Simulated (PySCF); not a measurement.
**Predicted spectroscopic data**

PySCF calculation with couplings computed with B3LYP/pcJ-1, shielding tensors at PBE0/pcSseg-1 (GIAO) and GFN2-xTB structure; one computed conformer, fast rotation and ring inversion assumed for equivalent nuclei, no solvent, no relativistic terms.

Scale: 1H and 13C vs TMS (reference shieldings calculated alike). Multiplet labels drop J under 1 Hz and among equivalent protons, and merge close values. Unscaled 3J(H,H) run several per cent high. Splittings of carbon signals by F and P are missing where no couplings were computed. Where no couplings were computed, multiplicities follow the n + 1 count of equivalent neighbours, and m marks all less simple cases (inequivalent or close neighbours, rings, F or P nearby). Shifts are as computed. Against solution values, carbons near 30 ppm lie about +3 ppm off and those near 130 ppm about +5 ppm. Of 1211 compounds with measured shifts, 218 miss one by over three times the rms of a fit or turn the order of signals round; such compounds aren't used in these exercises.

Compound 1 (C3O2). 13C{1H} NMR (computed): δ 126.6, -17.2. Structure: carbon suboxide (O=C=C=C=O).

Compound 2 (C5H11NP2). 1H NMR (400 MHz, computed): δ 5.60 (m, 1H), 5.31 (m, 1H), 5.02 (m, 1H), 3.38 (m, 2H), 3.33 (m, 6H). 13C{1H} NMR (computed): δ 150.6, 117.6, 47.9, 33.1. Structure: `InChI=1S/C5H11NP2/c1-4-5-7-8-6(2)3/h4H,1,5H2,2-3H3`.
